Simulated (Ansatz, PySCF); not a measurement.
This triplet is an excited state, 0.30 eV above the relaxed singlet at the level frozen-core CCSD(T)/cc-pVTZ // PBE0-D3(BJ)/def2-SVP (Ansatz, a program for electronic structure).

Cartesian coordinates (Å):
```xyz
8

B      1.8699     0.2550     0.4323
Si     0.3054    -0.8821     0.3216
C     -1.4425    -0.2520    -0.0137
H      2.9624    -0.2044     0.6567
H      1.7074     1.4451     0.2679
H     -2.0886    -0.4017     0.8660
H     -1.4102     0.8248    -0.2473
H     -1.9037    -0.7846    -0.8601
```
Charge 0, spin multiplicity 3.

What is the computed total energy, highest occupied spin orbital and dipole moment (PBE-D3(BJ)/def2-TZVP // PBE0-D3(BJ)/def2-SVP in PySCF 2.14.0)?


* **total energy**: -355.1350 Ha
* **highest occupied spin orbital**: -5.24 eV
* **dipole moment**: 2.07 D
